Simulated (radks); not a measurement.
The numbers below are computed, except where a source is named.
Effect of the nuclear size on the holmium ion Ho2+, [Xe] 4f11. Code: a radial shooting solver on a logarithmic mesh with Libxc functionals. Model: Dirac Kohn-Sham, relativistic LDA (MacDonald-Vosko exchange, VWN5 correlation), spin-unpolarised, spherical densities, finite nucleus; open shells are shared between the two j in proportion to 2j + 1; Fermi nuclear charge, rms radius 5.2022 fm. The rms radius is varied about that value; shifts are against it.

rms radius (fm),total energy shift (eV),density at nucleus (e/bohr^3),1s1/2 shift (meV),2s1/2 shift (meV),4p1/2 shift (meV),5s1/2 shift (meV),5p1/2 shift (meV),4f7/2 shift (meV),6s1/2 (empty) shift (meV)
4.3698,-8.38,8.342e+05,-3420,-453,0.124,-3.75,0.069,0.353,-0.546
4.9577,-2.57,8.052e+05,-1050,-139,0.038,-1.15,0.021,0.108,-0.168
5.2022,0,7.944e+05,0.000,0.000,0.000,0.000,0.000,0.000,0.000
5.634,4.76,7.769e+05,1940,257,-0.069,2.13,-0.039,-0.200,0.310
6.2322,11.8,7.552e+05,4810,637,-0.170,5.28,-0.096,-0.497,0.768

Slopes of the eigenvalues against <r^2> in GHz/fm^2, as finite differences over the two radii next to the reference (eigenvalue slopes, not the field-shift constants of lines): 1s1/2 101000, 2s1/2 13400, 4p1/2 -3.60, 5s1/2 111, 5p1/2 -2.03, 4f7/2 -10.4, 6s1/2 (empty) 16.1.
